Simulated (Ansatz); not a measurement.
Consider the redistribution: `O=C[SiH2][SiH](O)Cl` + `[NH2][GaH][CH]=O` → `[NH2][GaH][SiH2]C=O` + `O=C[SiH](O)Cl`.

Gas-phase electronic energies from Ansatz, PBE0-D4/def2-TZVP geometries. CCSD(T)/CBS adds triple-zeta CCSD(T) − MP2 to the extrapolated MP2 energy (def2 sets, frozen cores). DFT in def2-TZVPP. For Ga outer-core shells are correlated without core-valence functions, which leaves a few kJ/mol of doubt a bond. Scalar relativity is left out up to krypton. One conformer a species, not always the lowest.

Question: Is it downhill or uphill in electronic energy at CCSD(T)/CBS, and by how much? (Best estimate.)

Answer: Ansatz gave: Downhill: ΔE = -36.8 kJ/mol.

Question: What do these levels give: PBE-D4, PBE0-D4, r2SCAN, PBE0, MP2/def2-QZVPP, CCSD/CBS(def2)? (Best estimate.)

Answer: Ansatz gave: PBE-D4 -34.2, PBE0-D4 -35.6, r2SCAN -37.5, PBE0 -36.1, MP2/def2-QZVPP -37.4, CCSD/CBS(def2) -36.5 kJ/mol.

Largest T1 diagnostic among the species: 0.016.
